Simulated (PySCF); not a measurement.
Nb(NH)(F)(Cl)2 (Cl2FHNNb), SMILES [NH]=[Nb]([F])([Cl])[Cl], multiplicity 1.

The structure is a stationary point at B3LYP-D3(BJ)/def2-SVP. The multiplicity is an assumed one; no other spin state was optimised. The structure was generated by enumeration; whether it is a known compound was not checked. The def2 effective core potentials stand for the cores of Nb; spin–orbit coupling is left out.

These are TDDFT-PBE/def2-SVPD run with PySCF 2.14.0 values and carry that method's errors.

Vertical excitations. Gas-phase values at a fixed geometry. State labels are in the subgroup Cs.

Computed excitation energies, oscillator strengths and character:
| state | symmetry | energy (eV) | λ (nm) | f | main pairs |
|---|---|---|---|---|---|
| S1 | A" | 4.04 | 307 | 0.002 | HOMO→LUMO 92 % |
| S2 | A' | 4.18 | 296 | 0.002 | HOMO→LUMO+1 86 %, HOMO−1→LUMO 13 % |
| S3 | A' | 4.27 | 290 | 0.008 | HOMO−1→LUMO 83 % |
| S4 | A" | 4.30 | 288 | 0.002 | HOMO−1→LUMO+1 93 % |
| S5 | A' | 5.00 | 248 | 0.004 | HOMO−2→LUMO+1 87 % |
| S6 | A" | 5.07 | 245 | 0.011 | HOMO−2→LUMO 59 %, HOMO−3→LUMO+1 38 % |
| S7 | A' | 5.13 | 242 | 0.001 | HOMO−3→LUMO 86 % |
| S8 | A" | 5.37 | 231 | 0.016 | HOMO−3→LUMO+1 37 %, HOMO−4→LUMO 27 %, HOMO−2→LUMO 12 %, HOMO−5→LUMO+1 12 % |
| S9 | A" | 5.52 | 225 | 0.007 | HOMO−4→LUMO 68 % |
| S10 | A' | 5.59 | 222 | 0.000 | HOMO−5→LUMO 57 %, HOMO−4→LUMO+1 37 % |
| T1 | A' | 3.82 | 324 | 0 | HOMO−1→LUMO 62 %, HOMO→LUMO+1 33 % |
| T2 | A" | 3.83 | 324 | 0 | HOMO→LUMO 96 % |
| T3 | A' | 3.93 | 315 | 0 | HOMO→LUMO+1 63 %, HOMO−1→LUMO 35 % |
| T4 | A" | 4.08 | 304 | 0 | HOMO−1→LUMO+1 96 % |
Triplets are in the Tamm–Dancoff approximation, which puts them higher than full response would, so one can lie above its singlet here.
